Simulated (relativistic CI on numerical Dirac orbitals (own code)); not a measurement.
## Nd²⁺ (4f4) in a crystal field

Calculated by Dirac-Coulomb-Breit CI, orbitals from a KLI potential per configuration, model QED (radiative potential, 1s self-energy scaled to tabulated hydrogen-like ionisation energies), valence Slater integrals scaled by 0.75, one configuration in a parametric crystal field (own radial code).

Field parameters in Wybourne normalisation; cubic f-shell fields have B⁴₄ = √(5/14) B⁴₀ and B⁶₄ = −√(7/2) B⁶₀. The field is a parameter set, without covalency.

S is read from ⟨S²⟩ = S(S + 1).

Powder χT (cm³ K mol⁻¹) by Van Vleck's formula, with temperature-independent terms:

```tsv
Field	2 K	5 K	10 K	20 K	50 K	100 K	200 K	300 K
D3d, B20 = -660, B40 = -470, B43 = 720, B60 = -300, B63 = 100, B66 = -170 cm⁻¹	0.534	0.546	0.565	0.603	0.714	0.848	0.964	1.04
D3h, B20 = 300, B40 = -480, B60 = -470, B66 = -70 cm⁻¹	0.352	0.496	0.588	0.696	0.834	0.912	0.984	1.05
D3h, B20 = -110, B40 = -130, B60 = -30, B66 = 390 cm⁻¹	0.387	0.419	0.464	0.555	0.765	0.891	0.978	1.04
D3h, B20 = 490, B40 = 0, B60 = -240, B66 = 210 cm⁻¹	0.235	0.38	0.541	0.697	0.845	0.92	0.988	1.05
Oh, B40 = -1560, B60 = 330 cm⁻¹	0.0133	0.0332	0.0665	0.133	0.33	0.6	0.865	0.989
Oh, B40 = -850, B60 = 200 cm⁻¹	0.0224	0.0559	0.112	0.223	0.527	0.796	0.953	1.03
```

(1) For D3h, B20 = -110, B40 = -130, B60 = -30, B66 = 390 cm⁻¹: what effective moment follows at 300 K?

## Answers

(1) μ_eff = √(8χT) = 2.89 μB. The LS value g√(J(J + 1)) of the free ion's 5I_4 level is 2.68 μB.
